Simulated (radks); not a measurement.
The numbers below are computed, except where a source is named.
Problem. Mean orbital radii <r> (bohr) of the neon ion Ne+, [He] 2s2 2p5, of relativity; Dirac values are averaged over j with weights 2j + 1. Spin-unpolarised spherical Kohn-Sham, LDA (Slater exchange, Perdew-Wang correlation), point nucleus unless stated (finite: rms radius 3.0055 fm), a radial shooting solver on a logarithmic mesh with Libxc functionals. A level marked "c x" has the speed of light scaled by that factor and shares open shells by 2j + 1; other Dirac levels either fill j = l - 1/2 first or share by 2j + 1.

| shell | non-rel. |
|---|---|
| 1s | 0.1589 |
| 2s | 0.8701 |
| 2p | 0.8835 |
| 3s (empty) | 3.491 |
| 3p (empty) | 4.672 |

Give the values at the level "Dirac, c x 0.75".

Solution. 
shell       Dirac, c x 0.75  change of magnitude (%)
1s                   0.1584                    -0.29
2s                   0.8674                    -0.32
2p                   0.8832                    -0.04
3s (empty)            3.484                    -0.22
3p (empty)            4.672                    -0.01
